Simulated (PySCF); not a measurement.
SbCl2, SMILES [Cl][Sb][Cl], multiplicity 2.

Geometry optimised at PBE-D3(BJ)/def2-TZVP. The multiplicity is an assumed one; other spin states were not compared. The isomer is the one that the SMILES or the coordinates give; other isomers of the formula were not compared. The def2 effective core potentials stand for the cores of Sb; spin–orbit coupling is left out.

All values below come from PBE-D3(BJ)/def2-TZVP (PySCF 2.14.0).

Frequencies are harmonic and unscaled.

Computed normal modes with their intensities:
| mode | ν (cm⁻¹) | IR (km/mol) | moving atoms (share of kinetic energy) |
|---|---|---|---|
| 1 | 118 | 1.4 | Cl 84 %, Sb 16 % |
| 2 | 344 | 70.9 | Cl 75 %, Sb 25 % |
| 3 | 360 | 25.5 | Cl 79 %, Sb 21 % |
